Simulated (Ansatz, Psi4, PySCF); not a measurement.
OSi, charge +1, doublet, geometry from GFN2-xTB (a state made from the parent by changing its charge; the spin is typed, not shown lowest). Base run: R2SCAN/def2-SVP in PySCF.

PySCF was given this input:
```python
from pyscf import gto, scf, dft

mol = gto.M(
    atom='''
Si   -0.000000   -0.000000   -0.540246
O     0.000000    0.000000    0.945430
''',
    basis='def2-svp',
    charge=1,
    spin=1,
    verbose=4,
)

mf = dft.UKS(mol)
mf.xc = 'r2scan'
mf.kernel()
```

The same geometry, method and basis name were run in Ansatz (an electronic-structure program) and Psi4 and PySCF, at each program's defaults and at the settings that a row names. The base is PySCF at its defaults. Differences at the defaults can come from grids, fitting, cores and function types together.

```tsv
code and settings	ΔE vs base (µEh)	basis functions	E (Eh)	SCF cycles
PySCF, defaults (exact integrals, its default grid, spherical functions)	0.0	32	-364.07942	12
Psi4, defaults (density fitting with its default set, its default grid, spherical functions)	-62.5	32	-364.07948	11
Ansatz, defaults (factorised integrals, its default grid, spherical functions)	-20.3	32	-364.07944	-
PySCF, density fitting with def2-universal-jkfit	-31.1	32	-364.07945	12
PySCF, fine grid	-20.2	32	-364.07944	12
Psi4, exact integrals, spherical functions, fine grid	4.3	32	-364.07941	14
Ansatz, high accuracy	-21.2	32	-364.07944	-
```

Open shells are given as the SCF converged; they aren't shown to be the lowest states, and a large step between rows can be another state.
